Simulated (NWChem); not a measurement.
# GaH2F; SMILES [F][GaH2]

```xyz
4

Ga     0.0000     0.0000    -0.3468
H      0.0000     1.4231    -0.9761
H      0.0000    -1.4231    -0.9761
F      0.0000     0.0000     1.4115
```
Atoms are numbered in this order, from 1.

Coordinates come from a PBE0-D3(BJ)/def2-TZVP optimisation.

Symmetry labels are those of C2v in the frame above (b1 and b2, or b-type labels, depend on it).

Q: List the 4 lowest vertical singlet excitations and the 4 lowest triplet ones from PBE/def2-SVPD, TDA (NWChem).

A: 
```tsv
state	energy (eV)	oscillator strength	symmetry	leading excitation (squared amplitude)
S1	5.25	0.000	a2	HOMO → LUMO (1.00)
S2	6.79	0.000	a2	HOMO−2 → LUMO (1.00)
S3	6.94	0.036	b1	HOMO−3 → LUMO (0.98)
S4	7.05	0.013	a1	HOMO−1 → LUMO (0.91)
T1	4.86	spin-forbidden	a2	HOMO → LUMO (0.99)
T2	6.18	spin-forbidden	b2	HOMO → LUMO+1 (0.93)
T3	6.24	spin-forbidden	a1	HOMO−1 → LUMO (1.00)
T4	6.40	spin-forbidden	b1	HOMO−3 → LUMO (0.99)
```
